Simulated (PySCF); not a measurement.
PySCF 2.14 output of an unrestricted PBE0 calculation on a single atom or ion in aug-cc-pwCVTZ-DK with one added diffuse shell each of s, p, d, f, g type (11s10p8d5f4g, 152 functions), with scalar relativity by spin-free X2C-1e:

```
SCF conv_tol = 1e-09
number electrons alpha = 14  beta = 9
    C. Adamo and V. Barone.,  J. Chem. Phys. 110, 6158 (1999)
    M. Ernzerhof and G. E. Scuseria.,  J. Chem. Phys. 110, 5029 (1999)
cycle= 1 E= -1156.99691738282  delta_E= -0.00996  |g|= 0.0194  |ddm|= 1.07
cycle= 2 E= -1156.99700185909  delta_E= -8.45e-05  |g|= 0.0023  |ddm|= 0.468
cycle= 3 E= -1156.99700389329  delta_E= -2.03e-06  |g|= 0.000388  |ddm|= 0.101
cycle= 4 E= -1156.99700396973  delta_E= -7.64e-08  |g|= 8.93e-05  |ddm|= 0.0255
cycle= 5 E= -1156.99700397079  delta_E= -1.06e-09  |g|= 4.1e-05  |ddm|= 0.0017
cycle= 6 E= -1156.99700397103  delta_E= -2.41e-10  |g|= 1.25e-06  |ddm|= 0.000325
converged SCF energy = -1156.99700397103  <S^2> = 8.7506607  2S+1 = 6.0002202
```

The run itself started from symmetry-adapted Hartree-Fock orbitals and held the occupation by maximum overlap, on a logarithmic radial grid, so the iterations belong to that start.

Which element, charge and spin multiplicity is this?

Mn(2+) (manganese, charge +2), multiplicity 6; the state was [Ar] 3d4 4p1, one real determinant (an excited configuration).

⟨L²⟩ = 8.01 against 12 for a pure F term, so this real determinant mixes terms.
